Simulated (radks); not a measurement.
Coulomb parameter of the 5d shell of the gold ion Au+ in the model configuration [Xe] 4f14 5d8.5 6p1.5, as a second difference U = [E(n + 0.5) + E(n - 0.5) - 2 E(n)] / (0.5)^2 with all orbitals relaxed. "Bare": the charge of the atom changes with n. "Screened": the 6p shell takes up the change at fixed total charge, which measures U(5d,5d) + U(6p,6p) - 2 U(5d,6p). Method: scalar-relativistic Kohn-Sham, BLYP, spin-unpolarised, spherical densities, point nucleus; computed with a radial shooting solver on a logarithmic mesh with Libxc functionals.

| case | configuration | E - E(n) (eV) |
|---|---|---|
| start | [Xe] 4f14 5d8.5 6p1.5 | 0.000 |
| bare +0.5 | [Xe] 4f14 5d9 6p1.5 | -9.179 |
| bare -0.5 | [Xe] 4f14 5d8 6p1.5 | 12.052 |
| screened +0.5 | [Xe] 4f14 5d9 6p1 | -5.754 |
| screened -0.5 | [Xe] 4f14 5d8 6p2 | 6.414 |

U(bare) = 11.492 eV, U(screened by 6p) = 2.638 eV, against the Slater integral F0(5d,5d) = 16.518 eV with frozen orbitals.
